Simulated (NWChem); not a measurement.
C2H4BF2N; SMILES FB(/C=N/C)F

```xyz
10

C      0.1139     2.6893    -0.0004
N     -0.3653     1.3218    -0.0015
C      0.4950     0.3758     0.0022
B      0.0084    -1.1138     0.0004
F      0.8992    -2.0988    -0.0012
F     -1.2708    -1.4402     0.0004
H     -0.2974     3.2036     0.8768
H     -0.2897     3.2023    -0.8820
H      1.2124     2.7829     0.0043
H      1.5799     0.5879     0.0063
```
Atoms are numbered in this order, from 1.

Results from NWChem. Medium grid unless said otherwise, to which SCAN and Minnesota functionals are sensitive. All runs use the structure optimised with B3LYP/6-31G* (spherical d). B3LYP is NWChem's, with the RPA form of VWN correlation.

Among these, which level gives the lowest value of “dipole (D)”?
A. M06-2X/def2-SVP
B. PBE0/def2-SVP
C. B3LYP/def2-SVP
D. BLYP/def2-SVP

D, BLYP/def2-SVP. Values: BLYP/def2-SVP 2.34; B3LYP/def2-SVP 2.54; PBE0/def2-SVP 2.62; M06-2X/def2-SVP 2.65
